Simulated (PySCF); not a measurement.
PySCF input:

```python
from pyscf import gto, scf, mp, cc as ccmod

mol = gto.M(
    atom='''
    O     1.28596004   -0.09783651   -0.16363016
    S    -0.17656246    0.01343296    0.02246644
    F    -0.28649143    1.89015734   -0.05178868
    F    -0.54269534   -1.82707238    0.15729737
    ''',
    basis='cc-pvdz',
    charge=-1,
    spin=1,
    verbose=4,
)

mf = scf.UHF(mol)
mf.conv_tol = 1e-10
mf.max_cycle = 100
mf.kernel()
mo, _, stable, _ = mf.stability(return_status=True)
if not stable:
    mf.kernel(mf.make_rdm1(mo, mf.mo_occ))
mp2 = mp.MP2(mf, frozen=8).run()
cc = ccmod.CCSD(mf, frozen=8)
cc.max_cycle = 100
cc.kernel()
et = cc.ccsd_t()
print(f'E(CCSD(T)) = {cc.e_tot + et:.9f}')
```

Question: Which total energy does the run end on?

Answer: -671.94465 Eh (CCSD(T)/cc-pVDZ).
